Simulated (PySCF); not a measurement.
diarsenic (As2), SMILES [As]#[As].

The structure is a stationary point at B3LYP-D3(BJ)/def2-TZVP.

The numbers are results of TDA-CAM-B3LYP/def2-TZVPD run with PySCF, not measurements.

Vertical excitations; the highest root listed may be one member of a degenerate set. The molecule is in vacuum. State labels are in the subgroup D2h.

Question: Give excitation energies, oscillator strengths and character. (Estimate from the structure and the level; the computed values follow.)

Answer: 
| state | symmetry | energy (eV) | λ (nm) | f | main pairs |
|---|---|---|---|---|---|
| S1 | Au | 2.74 | 452 | 0.000 | HOMO→LUMO+1 50 %, HOMO−1→LUMO 50 % |
| S2 | Au | 3.15 | 394 | 0.000 | HOMO−1→LUMO, HOMO→LUMO+1 (degenerate set) |
| S3 | B1u | 3.15 | 394 | 0.000 | HOMO−1→LUMO+1, HOMO→LUMO (degenerate set) |
| S4 | B3g | 3.73 | 332 | 0.000 | HOMO−2→LUMO+1 (degenerate set) |
| S5 | B2g | 3.73 | 332 | 0.000 | HOMO−2→LUMO (degenerate set) |
| S6 | B1u | 5.99 | 207 | 0.152 | HOMO−2→LUMO+2 30 %, HOMO→LUMO 29 %, HOMO−1→LUMO+1 29 %, HOMO−2→LUMO+7 8 % |
| S7 | B3g | 6.79 | 183 | 0.000 | HOMO−1→LUMO+2 (degenerate set) |
| S8 | B2g | 6.79 | 183 | 0.000 | HOMO→LUMO+2 (degenerate set) |
| S9 | B2u | 7.03 | 176 | 0.191 | HOMO−1→LUMO+3 (degenerate set) |
| S10 | B3u | 7.03 | 176 | 0.191 | HOMO→LUMO+3 (degenerate set) |
| T1 | B1u | 1.95 | 636 | 0 | HOMO−1→LUMO+1 49 %, HOMO→LUMO 49 % |
| T2 | Au | 2.28 | 543 | 0 | HOMO→LUMO+1, HOMO−1→LUMO (degenerate set) |
| T3 | B1u | 2.28 | 543 | 0 | HOMO→LUMO, HOMO−1→LUMO+1 (degenerate set) |
| T4 | Au | 2.74 | 452 | 0 | HOMO−1→LUMO 50 %, HOMO→LUMO+1 50 % |
Triplets are in the Tamm–Dancoff approximation.
